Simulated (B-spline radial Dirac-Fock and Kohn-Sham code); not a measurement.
**Two-hole binding energies of Pt²⁴⁺**

System: Pt²⁴⁺ in the configuration [Kr] 4d10 4f8.

Input file task.json (cfg lists n, l and occupation; rrms is the nuclear radius in fm):

```json
{"items": [{
  "Z": 78,
  "q": 24,
  "cfg": [[1, 0, 2], [2, 0, 2], [2, 1, 6], [3, 0, 2], [3, 1, 6], [3, 2, 10], [4, 0, 2], [4, 1, 6], [4, 2, 10], [4, 3, 8]],
  "A": 195,
  "rrms": 5.427,
  "do": ["binding", "quiet", "double"]
}]}
```

Launch: `python xray_run.py task.json out`

Method: ΔSCF Dirac-Fock with Breit, self-energy and vacuum polarisation, finite nucleus, configuration average. Computed with a B-spline atomic structure program. U is the two-hole binding energy less the two single-hole energies, the effective repulsion of the holes after relaxation. Each two-hole energy is an average over J within one jj subconfiguration.

| holes | E(a) (eV) | E(b) (eV) | E(ab) (eV) | U (eV) |
| --- | --- | --- | --- | --- |
| 2p1/2⁻² | 14016.3 | 14016.3 | ? | ? |
| 2s⁻¹ 2p3/2⁻¹ | 14630.2 | 12306.9 | 27178.6 | 241.4 |
| 2s⁻¹ 3d3/2⁻¹ | 14630.2 | 2940.6 | 17705.1 | 134.3 |
| 2s⁻¹ 3d5/2⁻¹ | 14630.2 | 2859.9 | 17620.3 | 130.2 |
| 2p1/2⁻¹ 3p3/2⁻¹ | 14016.3 | 3387.1 | 17529.8 | 126.4 |
| 2p1/2⁻¹ 3d5/2⁻¹ | 14016.3 | 2859.9 | 17009.8 | 133.5 |
| 2p3/2⁻¹ 3p1/2⁻¹ | 12306.9 | 3768.7 | 16208.4 | 132.8 |
| 2p3/2⁻¹ 3d3/2⁻¹ | 12306.9 | 2940.6 | 15383.9 | 136.4 |
| 2p3/2⁻¹ 3d5/2⁻¹ | 12306.9 | 2859.9 | 15296.0 | 129.1 |
| 3p1/2⁻² | 3768.7 | 3768.7 | 7642.5 | 105.0 |
| 3p3/2⁻² | 3387.1 | 3387.1 | 6867.1 | 92.8 |
| 3d3/2⁻¹ 3d5/2⁻¹ | 2940.6 | 2859.9 | 5907.2 | 106.7 |
| 4d3/2⁻¹ 4d5/2⁻¹ | 1011.9 | 992.8 | 2053.5 | 48.8 |
| 4d5/2⁻² | 992.8 | 992.8 | 2033.7 | 48.1 |

Task: Give the missing two-hole energy and U.

Result: E(ab) = 28374.8 eV and U = 342.2 eV.
